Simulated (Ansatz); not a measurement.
## Errors in the atomisation enthalpy at 298 K

6 molecules; the atomisation enthalpy at 298 K in kJ/mol, computed less measured. Shapes, held fixed at every level: PBE0-D4/def2-TZVP. Flexible molecules stand in one conformer, not always the lowest. Thermal terms are harmonic and unscaled (PBE0-D4/def2-TZVP); the spin-orbit lowering of the free atoms is taken from their spectra. Programs: Ansatz 0.2.0. Measured values: Active Thermochemical Tables, CRC Handbook of Chemistry and Physics, NIST-JANAF tables.

Levels: A = PBE-D4/def2-TZVPP; B = r2SCAN-D4/def2-TZVPP; C = BHLYP-D4/def2-TZVPP.

```tsv
molecule	from tabulated heats	A	B	C
NOF (nitrosyl fluoride)	867	+162	+38	-138
AlClF2 (SMILES [F][Al]([F])[Cl])	1609	-1	+1	-98
SiHBr3 (SMILES Br[SiH](Br)Br)	1205	+119	+125	+52
C2HClF2 (SMILES FC(F)=CCl)	2247	+174	+63	-110
C3H3 (SMILES [CH]=C=C)	2453	+99	+31	-72
C2Cl2F4 (SMILES FC(F)(Cl)C(F)(F)Cl)	2931	+181	+32	-254
```

Question: Sum up the errors.

Answer: 
```json
{"level": "PBE-D4/def2-TZVPP", "kind": "GGA", "mean error": "+122.3", "mean absolute error": "122.7", "worst case": "C2Cl2F4"}
{"level": "r2SCAN-D4/def2-TZVPP", "kind": "meta-GGA", "mean error": "+48.3", "mean absolute error": "48.3", "worst case": "SiHBr3"}
{"level": "BHLYP-D4/def2-TZVPP", "kind": "global hybrid", "mean error": "-103.3", "mean absolute error": "120.7", "worst case": "C2Cl2F4"}
```

On this set r2SCAN-D4/def2-TZVPP has the smallest mean absolute error and PBE-D4/def2-TZVPP the largest. PBE-D4/def2-TZVPP is too high in 5 of 6; r2SCAN-D4/def2-TZVPP is too high in 6 of 6; BHLYP-D4/def2-TZVPP is too low in 5 of 6. The heats of AlClF2 come from older tables and can be uncertain by 10 kJ/mol or more. The molecules' own spin-orbit binding is left out, so errors for heavy halides read too negative. The tabulated values of NOF, SiHBr3, C2HClF2, C2Cl2F4 are in doubt (older tables, estimates, or at odds with other calculations) and kept here. The largest two are near a tie. Open shells run unrestricted. Relativity is left out for Br. The set is small.
